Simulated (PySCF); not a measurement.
Job file and geometry (Å, from GFN2-xTB) of an NMR shielding run on SMILES C=CPCC(C)(C)C, C7H15P, GIAO PBE0/pcSseg-1 NMR shielding, non-relativistic, gas phase (PySCF); density fitting, a coarse starting grid and PySCF grid level 2 are the driver's defaults:

```
$ OMP_NUM_THREADS=1 python probes_run.py task.json out

{"job": {"kind": "nmr", "xc": "PBE0", "basis": "pcSseg-1"}, "charge": 0, "multiplicity": 1}
C      3.925598    -0.745577    -0.241192
C      2.973932     0.119456     0.071911
P      1.431473     0.358782    -0.854317
C      0.266016    -0.026030     0.553810
C     -1.214310     0.164668     0.201856
C     -1.484677     1.640418    -0.087743
C     -2.064828    -0.287407     1.392906
C     -1.571365    -0.669750    -1.027534
H      3.817825    -1.432538    -1.065675
H      4.851593    -0.802707     0.309179
H      3.114320     0.819403     0.888966
H      1.429802    -0.917358    -1.431077
H      0.533808     0.654664     1.369371
H      0.451040    -1.048112     0.896951
H     -1.302579     2.244276     0.798700
H     -2.516655     1.787345    -0.398201
H     -0.830049     1.990936    -0.884066
H     -1.802854     0.273753     2.287680
H     -3.120339    -0.126496     1.185153
H     -1.913814    -1.345787     1.595297
H     -2.634876    -0.595811    -1.243941
H     -1.018856    -0.311495    -1.895398
H     -1.324959    -1.717649    -0.866681
```

Question: Write the output of this run.

Answer: 
```
coarse grid: 18528 points
cycle   1  E = -616.4605222624  dE =  6.553e-01  |g| = 4.922e-01  |ddm| = 4.094e+00
cycle   2  E = -616.4479822269  dE =  1.254e-02  |g| = 5.439e-01  |ddm| = 9.357e-01
cycle   3  E = -616.5262583799  dE = -7.828e-02  |g| = 4.606e-02  |ddm| = 5.356e-01
cycle   4  E = -616.5266565607  dE = -3.982e-04  |g| = 2.695e-02  |ddm| = 9.059e-02
cycle   5  E = -616.5268322785  dE = -1.757e-04  |g| = 4.757e-03  |ddm| = 2.908e-02
cycle   6  E = -616.5268384183  dE = -6.140e-06  |g| = 1.637e-03  |ddm| = 8.551e-03
final grid: 170968 points
cycle   7  E = -616.5788584835  dE = -6.680e-05  |g| = 1.043e-02  |ddm| = 4.951e-02
cycle   8  E = -616.5788471578  dE =  1.133e-05  |g| = 1.232e-02  |ddm| = 2.174e-02
cycle   9  E = -616.5788871023  dE = -3.994e-05  |g| = 8.071e-04  |ddm| = 1.248e-02
cycle  10  E = -616.5788872340  dE = -1.316e-07  |g| = 3.785e-04  |ddm| = 1.246e-03
cycle  11  E = -616.5788872674  dE = -3.348e-08  |g| = 9.928e-05  |ddm| = 3.624e-04
cycle  12  E = -616.5788872697  dE = -2.269e-09  |g| = 3.666e-05  |ddm| = 1.223e-04
cycle  13  E = -616.5788872700  dE = -3.142e-10  |g| = 8.160e-06  |ddm| = 3.489e-05
converged SCF energy = -616.5788872700

GIAO shielding tensors (ppm)
atom      isotropic    diamagn.    paramagn.     s11        s22        s33       span
  0 C       58.106     252.559    -194.453    -59.058     76.015    157.362    216.419
  1 C       40.457     263.751    -223.294    -78.870     40.317    159.925    238.795
  2 P      395.319     968.717    -573.398    332.421    370.164    483.372    150.951
  3 C      143.668     255.536    -111.868    117.068    135.005    178.932     61.864
  4 C      154.777     243.657     -88.881    151.421    153.275    159.633      8.212
  5 C      157.193     248.467     -91.274    137.171    148.720    185.689     48.517
  6 C      152.046     247.372     -95.326    134.425    135.146    186.566     52.142
  7 C      155.966     249.892     -93.926    141.633    144.306    181.958     40.326
  8 H       25.709      31.444      -5.735     22.065     24.702     30.361      8.297
  9 H       25.894      27.404      -1.510     22.019     24.759     30.903      8.885
 10 H       25.393      31.997      -6.604     22.659     24.341     29.178      6.519
 11 H       27.885      33.632      -5.747     22.996     28.570     32.091      9.095
 12 H       30.458      35.937      -5.479     25.568     30.814     34.992      9.424
 13 H       29.484      35.793      -6.309     24.503     30.846     33.101      8.598
 14 H       31.012      31.788      -0.776     27.624     28.070     37.341      9.718
 15 H       30.893      31.449      -0.556     27.096     28.435     37.147     10.051
 16 H       29.633      30.959      -1.326     24.554     29.901     34.444      9.890
 17 H       30.681      31.336      -0.655     26.999     28.271     36.772      9.772
 18 H       30.589      31.068      -0.480     26.737     27.882     37.148     10.411
 19 H       30.684      31.389      -0.705     27.023     28.325     36.703      9.680
 20 H       30.829      32.041      -1.212     26.938     28.313     37.237     10.298
 21 H       30.667      32.351      -1.684     25.962     30.551     35.488      9.525
 22 H       30.865      32.744      -1.879     27.251     28.382     36.963      9.712
```

Size and cost of the density-fitted run: 218 basis functions, 33 s wall time on 1 thread of an Arm Neoverse V2, shared host; peak memory 1 GiB.
